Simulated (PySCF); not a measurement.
H₆PSi, SMILES [SiH3][PH3+], charge +1. Geometry: PBE-D3(BJ)/def2-TZVP. The isomer is the one that the SMILES or the coordinates give; other isomers of the formula were not compared.

All values below come from PBE-D3(BJ)/def2-TZVP (PySCF).

Harmonic wavenumbers (cm⁻¹): 139, 367, 367, 384, 633, 633, 794, 884, 884, 943, 1051, 1051, 2204, 2246, 2246, 2421, 2453, 2453. Rotational constants (GHz): 44.18, 5.037, 5.037; symmetry number 3.

**Question.** Work out the zero-point energy and the ideal-gas rigid-rotor harmonic-oscillator thermochemistry at 298.15 K and 1 atm.

**Answer.** ZPE = ½ Σ hcν = ½ × 22152 cm⁻¹ = 132.50 kJ/mol. H − E(el) = 148.35 kJ/mol. Entropy in J/(mol K): translation 160.83, rotation 87.84, vibration 31.79, total 280.46. G − E(el) = 64.73 kJ/mol. Cp = 80.31 J/(mol K). Modes under 150 cm⁻¹ make the vibrational entropy uncertain.
